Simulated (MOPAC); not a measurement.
MOPAC input (AM1):

```
AM1 PRECISE GNORM=0.05 LET XYZ GEO-OK AUX(PRECISION=9) THREADS=1
HGa

Ga   -0.00000000 1   -0.00000000 1   -0.05278277 1
H     0.00000000 1    0.00000000 1    1.63626580 1
```

Task: What heat of formation does the run end on?

Result: 2.87 kcal/mol.
